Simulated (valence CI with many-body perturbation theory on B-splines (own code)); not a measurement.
Values are calculated unless marked as measured or tabulated.
**Hyperfine factors and g values of Tb44+**

Method: relativistic CI+MBPT: three valence electrons over a frozen Dirac-Fock core [Ar], radial functions for each j: 9 s, 9 p, 10 d, 8 f, 5 g, 3 h, 1 i, with the one-electron correlation potential Σ1 (screened to all orders), the two-electron term Σ2, the three-electron term Σ3, Breit, model QED; selected single and double excitations, second order for the rest (own B-spline code, finite nucleus).

No measured spectrum was set against this ion. As an estimate, large intervals hold to a few tenths of a per cent, small ones and those within an open d or f shell to about a per cent. Only levels of the ground parity were solved; by the run's estimate the other parity begins above the list, which can be wrong where configurations are misplaced.

A/g_I is the dipole constant over the nuclear g factor μ/I (μ in nuclear magnetons, uniformly magnetised nucleus), B/Q the quadrupole constant per barn. Both hold the static response of the core; the bare values leave it out. Large factors of s and p1/2 electrons are usually good to 5 to 10 %; those of open d and f shells near neutrality can be off by tens of per cent, and small factors of p3/2, d and f electrons come from cancelling terms and can be off by a factor of two or in sign, in half-filled shells by more. B is blank for J = 1/2, where it vanishes, and for nearly pure S terms. Energies count from the lowest level.

Levels are named by their leading jj configuration (3d3/2^4 stands for four electrons in 3d with j = 3/2), which in mixed levels can hold well under half, so a name can repeat and another be missing. Letters in brackets count levels of one name in rising energy.

| Level | E (cm⁻¹) | g | A/g_I (MHz) | A/g_I bare | B/Q (MHz/b) | B/Q bare |
| --- | --- | --- | --- | --- | --- | --- |
| (3d3/2^3) J=3/2 | 0 | 0.682 | 66700 | 66200 | -36700 | -37200 |
| (3d3/2^2 3d5/2) J=5/2 [a] | 264370 | 1.048 | 37900 | 38100 | -19600 | -19900 |
| (3d3/2^2 3d5/2) J=3/2 | 310890 | 1.196 | 30300 | 30800 | -9950 | -10100 |
| (3d3/2^2 3d5/2) J=7/2 | 330410 | 1.054 | 40600 | 40700 | 12700 | 12900 |
| (3d3/2^2 3d5/2) J=9/2 | 335820 | 1.051 | 42200 | 42400 | 43600 | 44200 |
| (3d3/2^2 3d5/2) J=1/2 | 345740 | 1.847 | -29300 | -27500 |  |  |
| (3d3/2^2 3d5/2) J=5/2 [b] | 490740 | 1.306 | 22800 | 23500 | 60700 | 61600 |
| (3d3/2 3d5/2^2) J=7/2 [a] | 592080 | 1.094 | 31900 | 32100 | -819 | -838 |
| (3d3/2 3d5/2^2) J=9/2 | 620230 | 1.133 | 32300 | 32600 | 15100 | 15300 |
| (3d3/2 3d5/2^2) J=3/2 [a] | 655490 | 1.124 | 36100 | 36400 | -40000 | -40500 |
| (3d3/2 3d5/2^2) J=1/2 | 674880 | 1.473 | -11100 | -10100 |  |  |
| (3d3/2 3d5/2^2) J=11/2 | 687850 | 1.082 | 36400 | 36600 | 84900 | 86100 |
| (3d3/2 3d5/2^2) J=5/2 [a] | 695530 | 1.229 | 14600 | 15100 | 52200 | 52900 |
| (3d3/2 3d5/2^2) J=5/2 [b] | 741040 | 1.107 | 37400 | 37700 | -15700 | -15900 |
| (3d3/2 3d5/2^2) J=7/2 [b] | 753290 | 1.096 | 37100 | 37300 | 17100 | 17400 |
| (3d3/2 3d5/2^2) J=3/2 [b] | 873060 | 0.963 | 54800 | 54700 | 46100 | 46800 |
| (3d5/2^3) J=9/2 | 944370 | 1.145 | 26900 | 27200 | 9590 | 9730 |
| (3d5/2^3) J=3/2 | 1047900 | 1.057 | 32300 | 32500 | 11100 | 11300 |
| (3d5/2^3) J=5/2 | 1114300 | 1.154 | 27000 | 27300 | 9510 | 9650 |

Task: Take the isotope of mass number 157, with I = 3/2, μ = 2.03 μN and Q = 1.4 b. What is the hyperfine structure of (3d3/2^2 3d5/2) J=1/2?

Result: From the table A = -39600 MHz. Shifts from the centre of gravity in MHz: F = 1: 49500, F = 2: -29700.
